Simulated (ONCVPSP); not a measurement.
Debugging a pseudopotential input (terbium, ONCVPSP 4.0.1)

Command:

```bash
oncvpspr.x < Tb.dat > Tb.out
```

Input:

```
# ATOM AND REFERENCE CONFIGURATION
# atsym  z   nc   nv     iexc    psfile
  Tb 65.00   10    2  -116133      upf
#
#   n    l    f
    1    0    2.00
    2    0    2.00
    2    1    6.00
    3    0    2.00
    3    1    6.00
    3    2   10.00
    4    0    2.00
    4    1    6.00
    4    2   10.00
    4    3    8.00
    5    0    2.00
    5    1    6.00
#
# PSEUDOPOTENTIAL AND OPTIMIZATION
# lmax
    2
#
#   l,   rc,      ep,       ncon, nbas, qcut
    0    2.25    0.00    3    7    5.40
    1    1.75    0.00    3    6    4.50
    2    2.00    0.20    4    7    5.60
#
# LOCAL POTENTIAL
# lloc, lpopt,  rc(5),   dvloc0
    4    5    1.20    0.00
#
# VANDERBILT-KLEINMAN-BYLANDER PROJECTORs
# l, nproj, debl
    0    2    0.50
    1    1    3.10
    2    2    3.40
#
# MODEL CORE CHARGE
# icmod, fcfact, rcfact
    1    0.00    0.00
#
# LOG DERIVATIVE ANALYSIS
# epsh1, epsh2, depsh
   -4.00    5.00    0.02
#
# OUTPUT GRID
# rlmax, drl
    6.00    0.01
#
# TEST CONFIGURATIONS
# ncnf
    4
# nvcnf
#   n    l    f
    4
    5    0    2.00
    5    1    6.00
    5    2    1.00
    6    0    2.00
#
    4
    5    0    2.00
    5    1    6.00
    5    2    1.00
    6    0    1.00
#
    3
    5    0    2.00
    5    1    6.00
    5    2    1.00
#
    3
    5    0    2.00
    5    1    6.00
    6    0    2.00
#
```

This is an input that runs to its end, with one change: model core set to icmod 1, fcfact 0.00, rcfact 0.00. The unchanged file is no sound one. Note: ghosts flagged at negative energy: s at -15.0 eV; no localised positive-energy state flagged. A true bound ghost makes a file unfit for plane-wave use.

**Question.** How does the run end?

**Answer.** The program refuses the input: "test_data: must have fcfact>0.0 for icmod= 1 or 3".

```
ONCVPSP  (Optimized Norm-Conservinng Vanderbilt PSeudopotential)
relativistic version 4.0.1

test_data: must have fcfact>0.0 for icmod= 1 or 3
ERROR: test_data found   1 ERROR; stopping
```
